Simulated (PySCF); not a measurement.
Isomers of C8H15PS, from PySCF, PBE0-D3(BJ)/def2-SVP geometry optimisation, gas phase. One conformer each, no zero-point energy, no frequencies.

Question: Which isomer lies lowest at this level?
A. `[CH2:1]=[CH:2][P@@:3](=[S:4])([C:5](=[CH2:6])[CH3:7])[CH:8]([CH3:9])[CH3:10]` with C1–C2–P3–S4 0°, C2–P3–C5–C6 48°, C2–P3–C8–C9 65°: A = 1001, B = 900.1, C = 785.9 MHz, dipole 4.04 D
B. `[CH3:1][CH2:2][C:3]1=[C:4]([CH3:5])[CH2:6][CH2:7][P@@:8]1([CH3:9])=[S:10]` with C1–C2–C3–C4 -88°, C3–C4–C6–C7 -15°, C4–C6–C7–P8 21°, C6–C7–P8–C9 88°, C2–C3–P8–C7 -167°: A = 1216, B = 870.0, C = 636.7 MHz, dipole 5.23 D
C. `[CH3:1][CH:2]([CH3:3])[CH2:4][P:5]1(=[S:6])[CH2:7][CH:8]=[CH:9][CH2:10]1` with C1–C2–C4–P5 174°, C2–C4–P5–S6 -40°, C4–P5–C7–C8 -89°, P5–C7–C8–C9 -14°, C8–C9–C10–P5 14°, C4–P5–C10–C9 87°: A = 1301, B = 730.3, C = 605.5 MHz, dipole 4.32 D
D. `[CH2:1]1[CH2:2][CH:3]([P:4]2[CH2:5][CH2:6][S:7][CH2:8][CH2:9]2)[CH2:10]1` with C2–C3–P4–C5 178°, C10–C1–C2–C3 -18°, C1–C2–C3–P4 139°, C3–P4–C5–C6 -163°, P4–C5–C6–S7 68°: A = 2504, B = 513.5, C = 456.0 MHz, dipole 1.51 D

Answer: B. That is `CCC1=C(C)CC[P@@]1(C)=S`, 7.1 kcal/mol below the next.

```json
{"SMILES": "CCC1=C(C)CC[P@@]1(C)=S", "mapped SMILES": "[CH3:1][CH2:2][C:3]1=[C:4]([CH3:5])[CH2:6][CH2:7][P@@:8]1([CH3:9])=[S:10]", "E (Eh)": "-1052.38748", "relative (kcal/mol)": "0.0", "relative (kJ/mol)": "0.0", "dipole (D)": "5.23"}
{"SMILES": "CC(C)CP1(=S)CC=CC1", "mapped SMILES": "[CH3:1][CH:2]([CH3:3])[CH2:4][P:5]1(=[S:6])[CH2:7][CH:8]=[CH:9][CH2:10]1", "E (Eh)": "-1052.37610", "relative (kcal/mol)": "7.1", "relative (kJ/mol)": "29.9", "dipole (D)": "4.32"}
{"SMILES": "C=C[P@@](=S)(C(=C)C)C(C)C", "mapped SMILES": "[CH2:1]=[CH:2][P@@:3](=[S:4])([C:5](=[CH2:6])[CH3:7])[CH:8]([CH3:9])[CH3:10]", "E (Eh)": "-1052.33599", "relative (kcal/mol)": "32.3", "relative (kJ/mol)": "135.2", "dipole (D)": "4.04"}
{"SMILES": "C1CC(P2CCSCC2)C1", "mapped SMILES": "[CH2:1]1[CH2:2][CH:3]([P:4]2[CH2:5][CH2:6][S:7][CH2:8][CH2:9]2)[CH2:10]1", "E (Eh)": "-1052.33290", "relative (kcal/mol)": "34.2", "relative (kJ/mol)": "143.3", "dipole (D)": "1.51"}
```

As drawn, the lowest has a C=C bond outside aromatic rings, which the highest lacks; the highest has a four-membered ring, which the lowest lacks.
